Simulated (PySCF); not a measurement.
AlClBr₂, SMILES [Cl][Al]([Br])[Br].

The structure is a stationary point at PBE-D3(BJ)/def2-SVP. The structure was generated by enumeration; whether it is a known compound was not checked.

Computed with PySCF 2.14.0 with PBE-D3(BJ)/def2-SVP.

Frequencies are harmonic and unscaled.

| mode | ν (cm⁻¹) | IR (km/mol) | moving atoms (share of kinetic energy) |
|---|---|---|---|
| 1 | 97 | 2.1 | Br 70 %, Cl 17 %, Al 13 % |
| 2 | 115 | 4.0 | Cl 58 %, Br 37 % |
| 3 | 175 | 19.8 | Al 86 % |
| 4 | 268 | 1.8 | Br 56 %, Cl 37 % |
| 5 | 508 | 144.0 | Al 83 %, Br 17 % |
| 6 | 585 | 130.7 | Al 68 %, Cl 30 % |
